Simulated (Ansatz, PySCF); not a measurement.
Two conformers of propylene glycol (SMILES CC(O)CO), B3LYP-D3(BJ)/def2-TZVP minima.
Conformer 1 (charge 0, multiplicity 1):
```xyz
13

C     -1.4751    -0.3656    -0.2258
C     -0.1430     0.3647    -0.2616
O      0.1649     0.9642     1.0068
C      1.0224    -0.5650    -0.5518
O      2.2547     0.1295    -0.5943
H     -2.2906     0.3233     0.0044
H     -1.4624    -1.1450     0.5379
H     -1.6915    -0.8256    -1.1925
H     -0.1587     1.1434    -1.0341
H     -0.4387     1.6967     1.1653
H      1.0403    -1.3555     0.2110
H      0.8872    -1.0348    -1.5270
H      2.2905     0.6697     0.2054
```
Conformer 2 (charge 0, multiplicity 1, Z-matrix in Å and degrees):
```
C
H 1 1.0923
O 1 1.4363 2 104.09
H 3 0.9653 1 108.28 2 168.59
C 1 1.5179 2 110.19 3 120.06
H 5 1.0900 1 110.48 2 -59.47
H 5 1.0917 6 108.40 1 -121.72
H 5 1.0943 6 108.38 7 -116.66
C 1 1.5228 2 108.38 3 -116.06
H 9 1.0919 1 110.35 2 -60.59
H 9 1.1018 10 107.69 1 118.83
O 9 1.4141 10 107.21 11 119.45
H 12 0.9668 9 106.32 10 162.79
```

No zero-point or thermal terms.

Rows in 6-31G* carry no dispersion term and start afresh at each structure (6-31G* with six Cartesian d functions).

The values were computed with Ansatz (Gaussian orbitals); PySCF for 6-31G* rows, the dispersion terms. Each number belongs to the level named beside it.

Task: One of these levels gives -0.09 kcal/mol for the electronic energy of conformer 2 less that of conformer 1. Name it.
A. BLYP-D3(BJ)/def2-TZVPP
B. BHLYP-D4/def2-TZVPP
C. BP86/6-31G*

Result: A, BLYP-D3(BJ)/def2-TZVPP. The others give -0.43 (BP86/6-31G*), 0.45 (BHLYP-D4/def2-TZVPP)

Ansatz is a program for electronic structure.
